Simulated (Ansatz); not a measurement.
This singlet lies 1.67 eV below the relaxed triplet at the level frozen-core CCSD(T)/aug-cc-pVDZ // PBE0-D3(BJ)/def2-TZVPD (Ansatz, a quantum-chemistry and plane-wave program).

A geometry relaxed with PBE0-D3(BJ)/def2-TZVPD in Ansatz, charge -1, multiplicity 1:

```xyz
6

H     -2.0499    -0.0422    -0.0774
H      1.7358    -0.7898    -0.1786
N     -1.0407    -0.0590    -0.0506
H     -0.7044    -0.9770    -0.3135
Al    -0.0504     1.4199     0.4203
S      2.1096     0.4482     0.1998
```

### Question
Write the SMILES of this molecule.

### Answer
`[NH2][Al-][SH]`
